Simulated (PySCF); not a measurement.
**Ionising RbNa**

PBE0; Rb def2-SVPD with ECP28, Na def2-SVPD; scalar-relativistic core potentials (PySCF 2.14). Neutral (UKS): singlet (closed shell), Re = 3.717 Å, ωe = 104 cm⁻¹, De = 0.58 eV, HOMO -3.13 eV, LUMO -1.26 eV.

RbNa⁺ (UKS): doublet (σ ↑), Re = 4.318 Å, ωe = 70.1 cm⁻¹, De = 0.49 eV to Rb⁺ + Na. The energies at the minima are -186.21862 hartree for RbNa and -186.06098 for RbNa⁺.

**Question.** Work out the adiabatic ionisation energy, without and with harmonic zero-point energies (1 hartree = 27.2114 eV, 1 eV = 8065.5 cm⁻¹), and the change of the bond length.

**Answer.** At PBE0: 0.15764 hartree = 4.290 eV between the minima; the zero-point term (70.1 − 104.0)/2 cm⁻¹ = -0.002 eV makes it 4.288 eV. Re changes by +60.1 pm against the neutral. Minus the HOMO energy is 3.13 eV, -1.16 eV from the value between the minima; self-interaction puts the Kohn–Sham level too high, less so with exact exchange. The electron leaves a σ orbital, and the ion is left as a loose complex of an ion and an atom.

RbNa⁻ (UKS): doublet (σ ↑), Re = 4.177 Å, ωe = 67.6 cm⁻¹, De = 0.74 eV to Rb + Na⁻. The energies at the minima are -186.21862 hartree for RbNa and -186.23846 for RbNa⁻.

**Question.** Work out the adiabatic electron affinity, without and with harmonic zero-point energies (1 hartree = 27.2114 eV, 1 eV = 8065.5 cm⁻¹), and the change of the bond length.

**Answer.** At PBE0: 0.01984 hartree = 0.540 eV between the minima; the zero-point term (104.0 − 67.6)/2 cm⁻¹ = +0.002 eV makes it 0.542 eV. Re changes by +46.0 pm against the neutral. The electron enters a σ orbital; the charge polarises the partner, so the anion is bound more strongly.

Closed-shell solutions of metal pairs were not tested for spin polarisation, which can lower them a little. Weak bonds: RbNa⁺. Basis-set superposition, not corrected here, can be much of De in a small basis, most of all at correlated wavefunction levels. Spin–orbit coupling is left out. For an ion De counts to the pair picked by the measured ionisation energies or electron affinities, which need not be the lowest pair at this level. The highest Kohn–Sham level is positive in this anion. Much of that is self-interaction error, but it also means that the finite basis helps to hold the extra electron. States were picked by a PBE0 search and need not be the measured ground states.
